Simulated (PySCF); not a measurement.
CH6GeO4 (SMILES C[O][Ge]([OH])([OH])[OH]), singlet, geometry from GFN2-xTB, with bond 12-6 at 2.4 times its length; CASCI(4,3)+NEVPT2/STO-3G in PySCF.

Here is a job for PySCF.
```python
from pyscf import gto, scf, mcscf, mrpt
import numpy

mol = gto.Mole()
mol.atom = '''
    C     2.452175   -0.496669   -0.076432
    O     1.391787    0.425237    0.113310
    Ge   -0.307536    0.065340    0.009459
    O    -0.962700   -0.808550    1.346357
    O    -1.086603    1.598854   -0.030179
    O    -0.590306   -0.896630   -1.392408
    H     2.350290   -1.028816   -1.022366
    H     2.492372   -1.222254    0.737613
    H     3.369906    0.092180   -0.085007
    H    -1.080828   -0.303845    2.149221
    H    -0.663791    2.266196   -0.567646
    H    -2.431024   -2.262174   -1.296759
'''
mol.basis = 'sto-3g'
mol.charge = 0
mol.spin = 0
mol.verbose = 3
mol.build()

mf = scf.RHF(mol)
mf.kernel()
mc = mcscf.CASCI(mf, 3, 4)
mc.fix_spin_(ss=0.0)
mc.kernel()
occ = numpy.linalg.eigvalsh(mc.fcisolver.make_rdm1(mc.ci, mc.ncas, mc.nelecas))[::-1]
ss = mc.fcisolver.spin_square(mc.ci, mc.ncas, mc.nelecas)[0]
print('natural occupations', occ.round(4), ' <S^2>', round(ss, 4))
e2 = mrpt.NEVPT(mc).kernel()
print('E(NEVPT2) = %.10f' % (mc.e_tot + e2))
```

Problem. Write the output that PySCF gives for this input, abridged.

Solution. 
```
converged SCF energy = -2387.7223825569
CASCI E = -2387.92170909983  E(CI) = -3.06795642780889  S^2 = 0.0000000
natural occupations [2.     1.2758 0.7242]  <S^2> 0.0

WARN: Active orbitals [0] (occs = [2.]) are canonicalized with core orbitals

Sr    (-1)',   E = -0.00615125609943
Si    (+1)',   E = -0.00718279602792
Sijrs (0)  ,   E = -0.16860644408741
Sijr  (+1) ,   E = -0.00614982833986
Srsi  (-1) ,   E = -0.02327727875518
Srs   (-2) ,   E = -0.00277991579130
Sij   (+2) ,   E = -0.00011682626704
Sir   (0)' ,   E = -0.00579861851702
Nevpt2 Energy = -0.220062963885141
E(NEVPT2) = -2388.1417720637
```
